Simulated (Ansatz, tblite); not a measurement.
Removing and adding an electron: Ge10H14, a cluster with a defect cut from the lattice of germanium (two caps of one atom removed). Charge 0, multiplicity 1. Geometry: PBE-D4/def2-SVP. Ansatz, gas phase; energy differences of separate SCF runs; the oxidised species was run as a doublet alone; the reduced species was run as a doublet alone.

```csv
atom,x (Å),y (Å),z (Å)
Ge1,1.256,-2.403,-0.609
Ge2,-0.441,0.718,-2.449
Ge3,-2.391,-1.374,0.351
Ge4,0.588,-0.969,3.283
Ge5,-1.150,2.235,1.186
Ge6,2.494,1.205,0.227
Ge7,-0.828,-1.512,-1.522
Ge8,2.037,-0.989,1.254
Ge9,0.431,2.155,-0.674
Ge10,-1.422,-0.012,2.163
H11,2.376,-2.457,-1.692
H12,1.019,-3.858,-0.103
H13,0.579,0.639,-3.623
H14,-1.772,1.303,-3.006
H15,-2.696,-2.809,0.876
H16,-3.745,-0.733,-0.081
H17,-2.549,2.748,0.726
H18,-0.622,3.221,2.271
H19,3.570,1.016,-0.885
H20,3.085,2.174,1.295
H21,-1.387,-2.472,-2.618
H22,3.447,-1.562,1.633
H23,0.696,3.595,-1.216
H24,-2.575,0.140,3.216
```

The xTB rows come from tblite. Single mean-field runs in def2-TZVP are fitted with def2-universal-jkfit.

```
              level  −HOMO (eV)  vertical IE (eV)  −LUMO (eV)  vertical EA (eV)  HOMO–LUMO gap (eV)  IE − EA (eV)
           GFN1-xTB       11.15             12.73       10.29              8.61                0.86          4.12
   PBE-D4/def2-TZVP        5.46              7.43        4.20              2.32                1.26          5.11
r2SCAN-D4/def2-TZVP        5.68              7.52        4.19              2.47                1.49          5.05
```

(1) Estimate the rows for GFN2-xTB, PBE0-D4/def2-TZVP.

Results:

(1) 
```csv
level,−HOMO (eV),vertical IE (eV),−LUMO (eV),vertical EA (eV),HOMO–LUMO gap (eV),IE − EA (eV)
GFN2-xTB,9.70,11.54,8.26,6.16,1.43,5.38
PBE0-D4/def2-TZVP,6.33,7.62,3.54,2.39,2.79,5.23
```

 Raw xTB energy differences between charge states are shifted by several eV; the methods need an empirical correction for them. Sets without diffuse functions give affinities that are too small.
